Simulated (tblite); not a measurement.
A geometry optimisation, step by step.

Species: C3H6GaN3.
Atom-mapped SMILES: `[H]/[N:5]=[CH:4]\[GaH-:3]([N+:2]#[CH:1])/[CH:6]=[N:7]\[H]` (hydrogens: H8 on C1; H9 on Ga3; H10 on C4; H11 on N5; H12 on C6; H13 on N7)
Bond orders are those of one Lewis drawing.

Computed with GFN2-xTB (tblite), gas phase: L-BFGS steps from a force-field or distance-geometry start until the largest atomic force falls under 0.01 eV/Å. 9 of its 156 geometries are shown.

Step 0: E = -523.6506 eV, largest atomic force 3.110 eV/Å
```
atom  x, y, z in Å  |  force x, y, z in eV/Å
C1      2.270    0.649   -2.570   -0.888  -0.286   0.595
N2      1.317    0.403   -1.935    1.486   0.503  -1.366
Ga3    -0.192    0.010   -0.908   -1.275  -0.343  -1.107
C4     -0.864    1.567    0.080    0.447  -1.068   2.742
N5     -1.047    1.415    1.362   -0.517   1.984  -2.338
C6      0.131   -1.589    0.163    0.821   0.008  -0.024
N7     -0.831   -2.148    0.741    0.145  -1.107   0.811
H8      3.137    0.872   -3.159   -0.340  -0.087   0.320
H9     -1.369   -0.389   -1.957    0.626   0.246   0.085
H10    -1.070    2.497   -0.414   -0.373   0.698   0.410
H11    -0.847    0.522    1.780    0.331  -0.639  -0.053
H12     1.140   -2.029    0.291   -0.485  -0.296   0.279
H13    -1.779   -1.780    0.666    0.022   0.387  -0.351
```

Step 19: E = -524.1725 eV, largest atomic force 0.179 eV/Å
```
atom  x, y, z in Å  |  force x, y, z in eV/Å
C1      2.252    0.642   -2.625   -0.042  -0.011   0.034
N2      1.224    0.427   -2.157   -0.040   0.033   0.022
Ga3    -0.325   -0.059   -0.961   -0.085  -0.055  -0.148
C4     -0.864    1.569    0.154    0.075   0.049   0.052
N5     -1.062    1.545    1.401   -0.053   0.000  -0.032
C6      0.166   -1.676    0.179   -0.010  -0.016   0.000
N7     -0.783   -2.222    0.818   -0.036  -0.011   0.010
H8      3.188    0.863   -3.063    0.063  -0.004  -0.009
H9     -1.278   -0.331   -2.180    0.048   0.003   0.053
H10    -1.069    2.544   -0.305   -0.005  -0.001  -0.018
H11    -0.883    0.640    1.852    0.032   0.032   0.051
H12     1.142   -2.125    0.391    0.031   0.017  -0.024
H13    -1.713   -1.818    0.635    0.021  -0.037   0.007
```

Step 39: E = -524.1929 eV, largest atomic force 0.105 eV/Å
```
atom  x, y, z in Å  |  force x, y, z in eV/Å
C1      2.210    0.644   -2.519   -0.028  -0.019   0.023
N2      1.143    0.543   -2.104   -0.034  -0.059   0.008
Ga3    -0.424   -0.087   -0.980    0.008   0.004  -0.105
C4     -0.850    1.573    0.124    0.037   0.047   0.059
N5     -0.994    1.657    1.375    0.024   0.073  -0.004
C6      0.155   -1.710    0.120    0.000  -0.010  -0.003
N7     -0.717   -2.333    0.794   -0.005   0.028   0.012
H8      3.189    0.758   -2.904    0.020   0.013   0.008
H9     -1.364   -0.287   -2.220    0.038  -0.006   0.051
H10    -1.018    2.522   -0.405   -0.057   0.004   0.046
H11    -0.829    0.793    1.905   -0.026   0.004  -0.056
H12     1.177   -2.066    0.295    0.010  -0.024  -0.021
H13    -1.683   -2.007    0.659    0.014  -0.055  -0.018
```

Step 58: E = -524.2211 eV, largest atomic force 0.048 eV/Å
```
atom  x, y, z in Å  |  force x, y, z in eV/Å
C1      2.142    0.531   -2.275    0.012  -0.002  -0.008
N2      1.027    0.423   -2.015   -0.022  -0.008   0.001
Ga3    -0.607   -0.053   -0.947    0.015  -0.028  -0.002
C4     -0.851    1.719    0.072   -0.006  -0.015   0.042
N5     -0.849    1.931    1.315   -0.001   0.012  -0.046
C6      0.128   -1.731    0.001    0.009   0.029  -0.024
N7     -0.540   -2.593    0.638   -0.039   0.006   0.002
H8      3.165    0.657   -2.518    0.007  -0.002   0.005
H9     -1.552   -0.237   -2.180   -0.015   0.026   0.018
H10    -1.045    2.621   -0.526   -0.007  -0.012   0.007
H11    -0.677    1.113    1.908    0.011  -0.002  -0.008
H12     1.210   -1.932    0.019    0.025   0.005   0.024
H13    -1.555   -2.449    0.647    0.011  -0.010  -0.013
```

Step 78: E = -524.2274 eV, largest atomic force 0.103 eV/Å
```
atom  x, y, z in Å  |  force x, y, z in eV/Å
C1      2.114    0.475   -2.196    0.020   0.016  -0.036
N2      0.978    0.390   -2.035   -0.017   0.000   0.025
Ga3    -0.645   -0.054   -0.937   -0.013   0.041   0.009
C4     -0.839    1.738    0.053   -0.044   0.024   0.090
N5     -0.790    2.017    1.282    0.038   0.003  -0.074
C6      0.137   -1.724   -0.020    0.047  -0.002  -0.017
N7     -0.488   -2.661    0.547   -0.007  -0.050   0.051
H8      3.154    0.589   -2.355    0.012  -0.011   0.003
H9     -1.687   -0.172   -2.098   -0.001  -0.039  -0.005
H10    -1.120    2.598   -0.574    0.004   0.010  -0.016
H11    -0.540    1.246    1.906    0.001  -0.027   0.006
H12     1.230   -1.832    0.064    0.010   0.030   0.005
H13    -1.509   -2.610    0.504   -0.050   0.007  -0.041
```

Step 97: E = -524.2534 eV, largest atomic force 0.406 eV/Å
```
atom  x, y, z in Å  |  force x, y, z in eV/Å
C1      2.018    0.384   -2.094   -0.028  -0.037  -0.003
N2      0.872    0.343   -1.992    0.074   0.033  -0.016
Ga3    -0.768   -0.031   -0.847   -0.017  -0.012   0.004
C4     -0.882    1.824    0.050    0.038   0.046   0.166
N5     -0.525    2.175    1.210   -0.071  -0.109  -0.134
C6      0.134   -1.633    0.074   -0.155  -0.356   0.120
N7     -0.413   -2.765    0.246    0.114   0.374  -0.082
H8      3.073    0.410   -2.180   -0.026   0.031  -0.017
H9     -1.843   -0.376   -1.943    0.029   0.024   0.020
H10    -1.330    2.640   -0.534    0.024   0.015  -0.004
H11    -0.127    1.431    1.794    0.015   0.049  -0.051
H12     1.151   -1.558    0.503   -0.157  -0.065  -0.042
H13    -1.362   -2.845   -0.147    0.160   0.008   0.040
```

Step 116: E = -524.2742 eV, largest atomic force 0.102 eV/Å
```
atom  x, y, z in Å  |  force x, y, z in eV/Å
C1      1.962    0.353   -2.113   -0.008   0.007   0.034
N2      0.831    0.285   -1.920    0.040  -0.009  -0.013
Ga3    -0.834   -0.030   -0.765   -0.001   0.012   0.014
C4     -0.896    1.860    0.065    0.020   0.016  -0.011
N5     -0.389    2.238    1.156    0.021  -0.008   0.035
C6      0.024   -1.619    0.230    0.005  -0.094  -0.022
N7     -0.323   -2.826    0.093   -0.051   0.085   0.022
H8      3.009    0.418   -2.269   -0.047   0.006  -0.021
H9     -1.820   -0.394   -1.936    0.005  -0.004  -0.006
H10    -1.423    2.661   -0.471   -0.003  -0.016  -0.004
H11     0.104    1.512    1.689   -0.022   0.020  -0.017
H12     0.862   -1.479    0.931   -0.050  -0.028  -0.034
H13    -1.111   -2.977   -0.550    0.092   0.013   0.024
```

Step 136: E = -524.2816 eV, largest atomic force 0.014 eV/Å
```
atom  x, y, z in Å  |  force x, y, z in eV/Å
C1      1.937    0.378   -2.180   -0.014   0.000  -0.001
N2      0.848    0.234   -1.845    0.007  -0.001  -0.001
Ga3    -0.836   -0.039   -0.728   -0.004  -0.001   0.001
C4     -0.877    1.861    0.086    0.004   0.002   0.002
N5     -0.325    2.251    1.150    0.001   0.001   0.004
C6     -0.098   -1.640    0.345   -0.005  -0.005   0.000
N7     -0.290   -2.855    0.069    0.009   0.004  -0.005
H8      2.943    0.514   -2.481    0.006   0.003   0.003
H9     -1.714   -0.377   -1.991   -0.002  -0.006   0.007
H10    -1.434    2.651   -0.435    0.004  -0.002  -0.008
H11     0.193    1.534    1.667   -0.003   0.004  -0.003
H12     0.500   -1.488    1.255    0.002  -0.006   0.006
H13    -0.851   -3.024   -0.773   -0.006   0.005  -0.004
```

Step 155: E = -524.2841 eV, largest atomic force 0.009 eV/Å
```
atom  x, y, z in Å  |  force x, y, z in eV/Å
C1      1.893    0.386   -2.164   -0.007   0.002   0.002
N2      0.815    0.183   -1.825    0.006   0.000  -0.001
Ga3    -0.851   -0.061   -0.658    0.001  -0.002   0.003
C4     -0.834    1.881    0.059    0.000  -0.001  -0.009
N5     -0.281    2.320    1.103    0.000   0.002   0.009
C6     -0.121   -1.684    0.388    0.002   0.003   0.002
N7     -0.263   -2.873   -0.004    0.002  -0.002   0.001
H8      2.890    0.579   -2.465    0.001  -0.001  -0.002
H9     -1.746   -0.436   -1.900   -0.001   0.000  -0.002
H10    -1.354    2.655   -0.521   -0.001   0.001  -0.001
H11     0.203    1.620    1.674    0.001   0.000   0.001
H12     0.422   -1.594    1.339   -0.002  -0.001  -0.002
H13    -0.777   -2.975   -0.886   -0.002   0.000  -0.001
```

Problem. Summarise the path.

Solution. The energy falls by 61.13 kJ/mol from step 0 to step 155; nine tenths of that is first reached at step 57. It rises by more than 0.2 meV at step 112. The largest force goes from 3.110 to 0.009 eV/Å. Among the bonds N2–Ga3 changes most, from 1.867 to 2.048 Å; the atoms move by 1.040 Å rms after alignment.

The cost below is that of the whole relaxation. The run took 1.6 s of wall time on one thread of an Arm Neoverse N1, shared host.
